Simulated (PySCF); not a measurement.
A structure optimised at r2SCAN-D4/def2-SVP, used in a PySCF frequency run:

```
C
H 1 1.1048
H 1 1.1057 2 106.20
C 1 1.5321 2 110.20 3 -119.54
H 4 1.1023 1 111.96 2 59.29
H 4 1.1030 5 106.96 1 122.07
H 4 1.1032 5 107.20 6 115.08
Si 1 1.8815 2 107.97 3 115.75
N 8 1.7409 1 109.37 2 65.74
H 9 1.0162 8 117.84 1 -158.26
H 9 1.0167 10 109.08 8 139.26
H 8 1.4953 9 106.27 10 -37.94
H 8 1.5073 12 107.53 9 -123.44
```
Charge 0, spin multiplicity 1.

Q: Write its SMILES and formula.

A: CC[SiH2]N, C₂H₉NSi

Q: What are its rotational constants (standard atomic weights)?

A: 9.3149, 3.5814, 2.9157 GHz
